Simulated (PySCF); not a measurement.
Question: What does the PBE0-D3(BJ)/def2-SVP structure of `c1(ccc(cc1)N[SiH3])SC` look like in three dimensions?

Answer: 
```xyz
21
C7H11NSSi angstrom
C      3.8773    0.6183   -0.6881
S      3.1180    1.2771    0.8012
C      1.4456    0.7248    0.6722
C      0.9226   -0.0016   -0.4008
C     -0.4147   -0.3915   -0.4147
C     -1.2786   -0.0687    0.6408
N     -2.6120   -0.4546    0.6303
Si    -3.4517   -1.3334   -0.6216
C     -0.7461    0.6628    1.7169
C      0.5850    1.0496    1.7317
H      3.8239   -0.4802   -0.7221
H      3.4319    1.0442   -1.5997
H      4.9335    0.9168   -0.6414
H      1.5516   -0.2768   -1.2483
H     -0.7849   -0.9598   -1.2729
H     -3.1404   -0.1652    1.4438
H     -4.8528   -1.4666   -0.1300
H     -2.8574   -2.6860   -0.8530
H     -3.4327   -0.6067   -1.9287
H     -1.3930    0.9308    2.5570
H      0.9682    1.6164    2.5844
```

Orientation and origin are arbitrary. Atoms count from 1 in this order. Si8 (SiH3 silicon) is distorted tetrahedral (angles from 105.1° to 112.1°). Of the pairs four or more bonds apart, Si8···H15 is among the closest relative to their van der Waals radii: 2.77 Å, 84 % of the sum of Bondi's values. The C–S distances run from 1.766 Å (S2–C3, drawn single) to 1.797 Å (C1–S2, drawn single), a spread of 0.031 Å. N7 (silicon-bound nitrogen) is planar (angles 127.4°, 118.0° and 114.6°, sum 360.0°, 0.01 Å off the plane of its three neighbours).

Bonds between heavy atoms (Å): C1–S2 1.797, S2–C3 1.766, C3–C4 1.397, C4–C5 1.393, C5–C6 1.402, C6–N7 1.388, N7–Si8 1.745, C6–C9 1.406, C9–C10 1.386, C3–C10 1.403.

Computed, not measured: PBE0-D3(BJ)/def2-SVP geometry optimisation, gas phase in PySCF.

Point group: near Cs, missed by 0.08 Å at most; the miss may be what the optimiser left on a soft mode. PBE0-D3(BJ)/def2-SVP frequencies: not computed here. The numbers are those of one conformer (C1–S2–C3–C4 -2°, C5–C6–N7–Si8 -1°).

On one thread of an Arm Neoverse V2, shared host, this took 4.2 min and 0.89 GiB of memory at its peak. This is the geometry optimisation.
